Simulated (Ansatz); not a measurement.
The cluster As2P. Total charge 0; doublet. Geometry PBE0-D4/def2-TZVP, basis def2-TZVP, Ansatz.

Cartesian coordinates in Å:
```
P 1.1784 0.0663 0.2566
As -0.8195 -0.3869 1.0285
As -0.3589 0.3206 -1.2850
```

```json
{"run": "A", "HOMO (eV)": "-7.57", "LUMO (eV)": "-1.18"}
{"run": "B", "HOMO (eV)": "-5.61", "LUMO (eV)": "-3.20"}
{"run": "C", "HOMO (eV)": "-5.23", "LUMO (eV)": "-3.58"}
{"run": "D", "HOMO (eV)": "-4.60", "LUMO (eV)": "-3.95"}
{"run": "E", "HOMO (eV)": "-5.35", "LUMO (eV)": "-3.60"}
{"run": "F", "HOMO (eV)": "-5.91", "LUMO (eV)": "-3.11"}
```

HSE06 is defined as in plane-wave codes, on full-range PBE exchange. The structure comes from a short search, and lower isomers may exist.

HOMO and LUMO are taken over both spins.

Question: The runs used HSE06, PBE, PBE0, r2SCAN0, r2SCANh, ωB97X-V. Estimate which is which.

Answer: A ωB97X-V (range-separated); B PBE0 (25 % exact exchange); C HSE06 (range-separated); D PBE (0 % exact exchange); E r2SCANh (10 % exact exchange); F r2SCAN0 (25 % exact exchange). Exact exchange lowers occupied and raises empty levels; among semilocal functionals meta-GGAs tend to open the gap a little, and such runs are hard to tell apart. The gap grows from 0.65 eV (PBE) to 6.39 eV (ωB97X-V). At ωB97X-V/def2-TZVP, r2SCANh-D4/def2-TZVP, r2SCAN0-D4/def2-TZVP the charge 0 doublet is spin-contaminated (final ⟨S²⟩ up to 0.88, 0.75 for a pure state).
